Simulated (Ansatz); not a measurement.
Mg2S2⁺. Charge 1, multiplicity 2. Geometry r2SCAN-D4/def2-TZVP, that of the neutral singlet; atoms count from 1.

Cartesian coordinates in Å:
```
Mg 0.0924 0.3116 1.2677
Mg -0.0924 -0.3116 -1.2677
S 0.0268 1.8470 -0.4559
S -0.0268 -1.8470 0.4559
```

The structure comes from a short search, and lower isomers may exist.

**Question.** Estimate the Mulliken populations from the PBE0/def2-TZVP orbitals of Ansatz.

**Answer.** 
| atom | charge (e) | spin (α − β) |
| --- | --- | --- |
| Mg1 | 0.89 | -0.07 |
| Mg2 | 0.89 | -0.07 |
| S3 | -0.39 | 0.57 |
| S4 | -0.39 | 0.57 |
Mulliken values and Mayer orders depend strongly on the basis.

**Question.** Where does the spin sit?

**Answer.** Summed by element: Mg -0.14, S 1.14, of 1 unpaired in all. Largest on single atoms: S3 0.57, S4 0.57, Mg1 -0.07.

**Question.** And the Mayer bond orders between bonded heavy atoms (over 0.3)?

**Answer.** Mg1–S3 0.83 (2.31 Å); Mg1–S4 0.83 (2.31 Å); Mg2–S3 0.83 (2.31 Å); Mg2–S4 0.83 (2.31 Å). Values over 0.3 also appear between atoms too far apart for a bond (S3–S4 0.34 at 3.81 Å); they arise where an orbital or an unpaired electron spreads over both atoms.
